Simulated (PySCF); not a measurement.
Frontier orbitals and the lowest excitations

Compound: C₃H₁₀O₄SSi.
Z-matrix (Å and degrees, PBE0-D3(BJ)/def2-SVP geometry), rows numbered from 1:
```
C 
O   1  1.3996
Si  2  1.6525  1  125.46
O   3  1.6981  2  106.20  1    64.17
C   4  1.3671  3  125.36  2   135.82
S   5  1.8177  4  110.10  3    67.60
C   6  1.7814  5  104.52  4    65.73
O   6  1.4691  5  104.51  4   -46.66
O   6  1.4588  5  108.74  4  -177.50
H   1  1.1006  2  108.89  3   169.24
H   1  1.1043  2  111.60  3   -71.50
H   1  1.1063  2  112.15  3    49.89
H   3  1.4785  2  106.02  1  -178.65
H   3  1.4859  2  108.80  1   -52.21
H   5  1.1076  4  115.12  3   -47.21
H   5  1.1017  4  111.74  3  -172.38
H   7  1.0975  6  108.39  5   -51.81
H   7  1.0970  6  109.36  5    70.62
H   7  1.0982  6  105.48  5  -170.23
```

Level of theory: TDDFT wB97X-D/def2-SVPD, vertical, gas phase, core orbitals frozen in the response in PySCF 2.14.0, density-fitted response routines.

Kohn–Sham orbitals with the atoms that hold most of them (Löwdin shares over 4%, at most four atoms; ? is withheld):

```csv
orbital,ε (eV),atoms
HOMO-3,-10.97,"O9 45%, O8 35%, S6 6%"
HOMO-2,-10.73,"O2 29%, O8 11%, O4 11%, Si3 10%"
HOMO-1,-10.37,"O2 53%, C1 13%, Si3 8%, H14 6%"
HOMO,?,?
LUMO,1.69,?
LUMO+1,2.06,"S6 22%, Si3 17%, C1 9%, O2 6%"
LUMO+2,2.35,"Si3 22%, S6 21%, O2 9%, H14 8%"
```

Which atoms hold the LUMO, and with what shares?

S6 (bonded to 2 C and 2 O) 21%; Si3 (bonded to 2 O and 2 H) 12%; C7 (bonded to S and 3 H) 8%; O4 (bonded to C and Si) 8%.

Which atoms hold the HOMO, and with what shares?

O4 (bonded to C and Si) 21%; O9 (bonded to S) 21%; O8 (bonded to S) 15%; C5 (bonded to O, S and 2 H) 12%. By element: oxygen 57% or more, carbon 12% or more.

What is the HOMO energy, and the HOMO–LUMO gap?

ε(HOMO) = -10.03 eV; the gap is 11.72 eV (0.4307 hartree).

The HOMO–LUMO gap is 11.72 eV. Where does the response calculation put the lowest singlet, and from which orbitals?

S1 is at 7.61 eV (f = 0.0018), 4.11 eV below the gap, made of HOMO→LUMO+1 (47%), HOMO→LUMO+5 (16%), HOMO→LUMO+2 (12%). Its leading pair isn't HOMO and LUMO; the energies of that pair differ by 12.08 eV. 

Next come S2 at 7.74 eV (f 0.023), HOMO→LUMO (75%); S3 at 7.91 eV (f 0.0072), HOMO-1→LUMO+1 (48%), HOMO-1→LUMO (34%); S4 at 8.21 eV (f 0.0033), HOMO-2→LUMO (21%), HOMO-1→LUMO+2 (15%), HOMO-2→LUMO+1 (13%); S5 at 8.31 eV (f 0.068), HOMO-1→LUMO+2 (21%), HOMO-2→LUMO+1 (21%), HOMO-2→LUMO (10%).

One conformer stands for the species.
